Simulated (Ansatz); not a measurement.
Cartesian coordinates in Å:
```
C -1.5921 -0.7242 -0.5238
C -0.3757 -0.2421 -0.7618
C 0.6241 0.1461 0.2210
C 1.8541 0.5154 -0.1434
Te 0.2095 0.0333 2.2932
H -1.9512 -0.8940 0.4852
H -2.2581 -0.9767 -1.3395
H -0.0570 -0.1025 -1.7944
H 2.1396 0.5007 -1.1926
H 2.6035 0.8358 0.5690
H -1.1968 0.9084 2.1871
```

Total charge 0; spin multiplicity 1. Te: def2 effective core potential.

List the B3LYP/def2-TZVPP orbital energies in eV (Ansatz). (Best estimate.)

The calculation gave: Occupied: -277.90, -277.29, -277.15, -276.94, -170.46, -119.71, -119.61, -119.38, -43.48, -43.43, -43.22, -43.14, -43.11, -22.46, -20.45, -17.59, -16.75, -14.36, -13.12, -12.79, -11.04, -10.60, -10.06, -9.15, -8.44, -6.99, -5.97. Lowest empty: -1.40, -0.76, 0.07, 1.11, 1.62, 2.14, 2.26, 2.76.

B3LYP here is the variant with VWN-RPA as its local correlation; programs differ in this.
